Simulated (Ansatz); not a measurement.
One geometry of `CC#[C][GeH3]`, several functionals.

```yaml
crystal:
  periodic: [false, false, false]
  atoms:
    - {symbol: C, position_ang: [-0.766916, 1.683000, -1.294414]}
    - {symbol: C, position_ang: [-0.274020, 0.602109, -0.465870]}
    - {symbol: C, position_ang: [0.137148, -0.299197, 0.225055]}
    - {symbol: Ge, position_ang: [0.790023, -1.707206, 1.305722]}
    - {symbol: H, position_ang: [-0.359294, 2.642220, -0.966045]}
    - {symbol: H, position_ang: [-1.856868, 1.744615, -1.246805]}
    - {symbol: H, position_ang: [-0.481884, 1.534171, -2.338774]}
    - {symbol: H, position_ang: [0.284925, -3.046654, 0.752001]}
    - {symbol: H, position_ang: [0.285307, -1.518144, 2.742863]}
    - {symbol: H, position_ang: [2.324679, -1.686012, 1.289166]}
basis:
  gaussian: {orbitals: def2-TZVPP}
hamiltonian: {xc: pbe0, dispersion: d4}
output: {orbitals: {seedname: orbitals}}
```

```sh
$ ansatz run in.yaml --threads 4 --pin off --events-out ev --progress --plain --max-ram 10444MiB
```

It prints (some lines left out):

```
Functional definition: PBE0
1295 factors; their error is unknown
mean field evaluation 1: about -59708.1791 eV, gradient 5.5e1 eV
mean field evaluation 2: about -59705.2593 eV, gradient 6.3e1 eV
mean field evaluation 4: about -59714.8746 eV, gradient 7.9e0 eV
mean field evaluation 8: about -59715.0106 eV, gradient 3.4e-1 eV
mean field evaluation 16: about -59715.2818 eV, gradient 8.5e-5 eV
mean field -59715.28175749 eV, -2194.4961281162 hartree, gradient 8.5e-5 eV, S^2 0.000000; 0 other end points of the search recorded, 0 dependent functions left out
reference -59715.28179135 eV, -2194.4961293604 hartree; 28, 28 occupied and 197, 197 virtual orbitals, 1295 factors
Total energy: -59715.42198012 eV, -2194.5012812027 hartree
```

Run time 1.8 s (4 threads of an Arm Neoverse V2 on a shared host); peak host memory 0.5 GiB.

Changing it to `hamiltonian: {xc: {name: B3LYP}, dispersion: d4}` and forces (abridged; 2.5 s):

```
Functional definition: B3LYP
mean field evaluation 16: about -59728.0414 eV, gradient 5.3e-5 eV
mean field -59728.04142640 eV, -2194.9650372996 hartree, gradient 5.3e-5 eV, S^2 0.000000
Total energy: -59728.30940020 eV, -2194.9748851551 hartree
Atom 0 force    -0.054363     0.118308    -0.090807 eV/Å
Atom 1 force     0.069951    -0.157387     0.120443 eV/Å
Atom 2 force    -0.062609     0.146042    -0.111568 eV/Å
Atom 3 force     0.045199    -0.100809     0.077216 eV/Å
Atom 4 force    -0.025209    -0.025289    -0.026722 eV/Å
Atom 5 force     0.039684     0.013265    -0.014198 eV/Å
Atom 6 force    -0.019997     0.022613     0.032813 eV/Å
Atom 7 force     0.001401    -0.006584     0.002762 eV/Å
Atom 8 force     0.001313    -0.004524     0.005732 eV/Å
Atom 9 force     0.004632    -0.005636     0.004329 eV/Å
Dipole moment:    -0.078769     0.175075    -0.134076 e Å
```

The same input with `hamiltonian: {xc: {name: wB97X-V}}` (abridged; 4.7 s):

```
Functional definition: wB97X-V
mean field evaluation 16: about -59720.3638 eV, gradient 2.1e-5 eV
mean field -59720.36379262 eV, -2194.6828894624 hartree, gradient 2.1e-5 eV, S^2 0.000000
Total energy: -59720.36379049 eV, -2194.6828893839 hartree
```

With the line `hamiltonian: {xc: r2scan, dispersion: d4}` and forces (abridged; 2.8 s):

```
Functional definition: r2SCAN
mean field evaluation 16: about -59724.2019 eV, gradient 2.2e-5 eV
mean field -59724.20187770 eV, -2194.8239364873 hartree, gradient 2.5e-5 eV, S^2 0.000000
Total energy: -59724.24334644 eV, -2194.8254604355 hartree
Atom 0 force     0.006830    -0.016523     0.012578 eV/Å
Atom 1 force    -0.137060     0.297879    -0.228453 eV/Å
Atom 2 force     0.167843    -0.356967     0.274201 eV/Å
Atom 3 force    -0.009444     0.017096    -0.013271 eV/Å
Atom 4 force    -0.009549    -0.003973    -0.011131 eV/Å
Atom 5 force     0.010287     0.007703    -0.007080 eV/Å
Atom 6 force    -0.007990     0.010635     0.007120 eV/Å
Atom 7 force     0.025025     0.060494     0.028139 eV/Å
Atom 8 force     0.024911    -0.011717    -0.065661 eV/Å
Atom 9 force    -0.070853    -0.004627     0.003557 eV/Å
Dipole moment:    -0.085476     0.189867    -0.145407 e Å
```

B3LYP takes the VWN-RPA correlation (the form of Gaussian; ORCA's B3LYP/G).
